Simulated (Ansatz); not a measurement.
Mulliken charges of `FCBI` from PBE/def2-TZVPP in Ansatz (PBE0-D4/def2-TZVP geometry).

```tsv
atom	x (Å)	y (Å)	z (Å)	charge (e)
F1	-0.289	-1.632	-0.565	-0.203
C2	-0.151	-0.264	-0.674	0.077
B3	0.193	0.505	0.631	-0.138
I4	0.439	-0.465	2.476	0.047
H5	0.627	-0.050	-1.423	0.089
H6	-1.082	0.150	-1.090	0.089
H7	0.325	1.688	0.599	0.038
```

**Question.** By hand: the dipole of these point charges (1 e Å = 4.8032 D).

**Answer.** Σ q r = (0.013, 0.292, -0.109) e Å, of length 0.312 e Å = 1.50 D.

**Question.** How does the dipole of the full density compare? (Best estimate.)

**Answer.** The calculation gave: (0.002, 0.286, -0.160) e Å, 1.57 D; the point charges give 0.96 times that, at 9° from its direction.

Point charges leave out the atoms' own dipoles, such as those of lone pairs, and Mulliken's split depends on the basis, so the close match here is no proof of good charges.
